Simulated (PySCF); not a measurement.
Task: Give a PBE0-D3(BJ)/def2-SVP geometry of 4-fluorophenyl methyl sulfone, `CS(=O)(=O)c1ccc(F)cc1`.

Result: 
```xyz
18
C7H7FO2S angstrom
C      2.654   -0.171   -0.718
S      1.769   -0.683    0.746
O      1.837   -2.141    0.804
O      2.238    0.148    1.852
C      0.079   -0.231    0.408
C     -0.766   -1.160   -0.195
C     -2.087   -0.809   -0.453
C     -2.528    0.460   -0.091
F     -3.789    0.795   -0.336
C     -1.694    1.387    0.529
C     -0.374    1.032    0.785
H      2.250   -0.701   -1.589
H      3.698   -0.463   -0.538
H      2.571    0.917   -0.830
H     -0.386   -2.154   -0.439
H     -2.786   -1.505   -0.919
H     -2.093    2.362    0.810
H      0.307    1.718    1.294
```

Orientation and origin are arbitrary. Atoms count from 1 in this order. All 6 C–C bonds measure 1.391 to 1.394 Å. Of the pairs four or more bonds apart, O3···H15 is among the closest relative to their van der Waals radii: 2.55 Å, 94 % of the sum of Bondi's values. The 6-membered ring C5–C6–C7–C8–C10–C11 has internal angles of 118.8° to 122.2°; it is planar, 0.00 Å rms from its mean plane, widest ring torsion 1°. S2 (sulfonyl sulfur) is distorted tetrahedral (angles from 104.0° to 121.5°).

Bonds between heavy atoms (Å): C1–S2 1.786, S2=O3 1.461, S2=O4 1.460, S2–C5 1.781, C5–C6 1.394, C6–C7 1.391, C7–C8 1.392, C8–F9 1.327, C8–C10 1.392, C10–C11 1.391, C5–C11 1.394.

Theory: PBE0-D3(BJ)/def2-SVP geometry optimisation, gas phase (PySCF 2.14.0).

Not checked by PBE0-D3(BJ)/def2-SVP frequencies. The numbers are those of one conformer (C1–S2–C5–C6 91°).
